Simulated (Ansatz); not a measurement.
`Sc1ccc(-c2ccc(-c3ccc(S)[se]3)[se]2)[se]1` with charge +1. Charge 1, multiplicity 2. Geometry PBE-D4/def2-SVP, that of the neutral singlet; atoms count from 1.

```xyz
25

S     1.2109    5.9118   -3.7011
C     1.1844    4.3618   -2.8699
C     2.1504    3.3703   -2.8074
C     1.7930    2.2274   -2.0384
C     0.5334    2.2443   -1.4513
C    -0.1067    1.2541   -0.6305
C    -1.3803    1.2646   -0.0664
C    -1.7306    0.1288    0.7051
C    -0.7605   -0.8654    0.8088
C    -0.8129   -2.1186    1.5094
C     0.1596   -3.1035    1.6354
C    -0.1918   -4.2478    2.4050
C    -1.4728   -4.2300    2.9330
S    -2.2977   -5.4193    3.9325
Se   -2.3833   -2.6463    2.4510
Se    0.7901   -0.3535   -0.1618
Se   -0.3517    3.8756   -1.8834
H     2.4748    5.7698   -4.1909
H     3.1204    3.4631   -3.3178
H     2.4750    1.3720   -1.9157
H    -2.0718    2.1081   -0.2153
H    -2.7109    0.0338    1.1968
H     1.1498   -2.9996    1.1657
H     0.5001   -5.0864    2.5723
H    -1.2708   -6.3153    3.9346
```

Single mean-field runs in def2-TZVP are fitted with def2-universal-jkfit.

**Question.** Estimate the Mulliken populations from the PBE0/def2-TZVP orbitals of Ansatz.

**Answer.** 
| atom | charge (e) | spin (α − β) |
| --- | --- | --- |
| S1 | -0.04 | 0.09 |
| C2 | 0.01 | 0.14 |
| C3 | -0.18 | 0.01 |
| C4 | -0.15 | 0.10 |
| C5 | -0.04 | 0.05 |
| C6 | 0.04 | 0.13 |
| C7 | -0.13 | 0.05 |
| C8 | -0.13 | 0.05 |
| C9 | 0.04 | 0.13 |
| C10 | -0.04 | 0.05 |
| C11 | -0.15 | 0.10 |
| C12 | -0.18 | 0.01 |
| C13 | 0.01 | 0.14 |
| S14 | -0.04 | 0.09 |
| Se15 | 0.21 | -0.03 |
| Se16 | 0.18 | -0.05 |
| Se17 | 0.21 | -0.03 |
| H18 | 0.19 | 0.00 |
| H19 | 0.17 | 0.00 |
| H20 | 0.16 | -0.01 |
| H21 | 0.16 | 0.00 |
| H22 | 0.16 | 0.00 |
| H23 | 0.16 | -0.01 |
| H24 | 0.17 | 0.00 |
| H25 | 0.19 | 0.00 |
Mulliken values depend strongly on the basis.

**Question.** Where does the spin sit?

**Answer.** Summed by element: S 0.19, C 0.95, Se -0.11, H -0.03, of 1 unpaired in all. Largest on single atoms: C13 0.14, C2 0.14, C9 0.13.

**Question.** And the Mayer bond orders between heavy atoms (over 0.3)?

**Answer.** S1–C2 1.21 (1.76 Å); C2–C3 1.45 (1.39 Å); C2–Se17 1.18 (1.89 Å); C3–C4 1.40 (1.42 Å); C4–C5 1.37 (1.39 Å); C5–C6 1.18 (1.44 Å); C5–Se17 1.18 (1.91 Å); C6–C7 1.30 (1.39 Å); C6–Se16 1.20 (1.90 Å); C7–C8 1.44 (1.42 Å); C8–C9 1.30 (1.39 Å); C9–C10 1.18 (1.44 Å); C9–Se16 1.20 (1.90 Å); C10–C11 1.37 (1.39 Å); C10–Se15 1.18 (1.91 Å); C11–C12 1.40 (1.42 Å); C12–C13 1.45 (1.39 Å); C13–S14 1.20 (1.76 Å); C13–Se15 1.18 (1.89 Å).
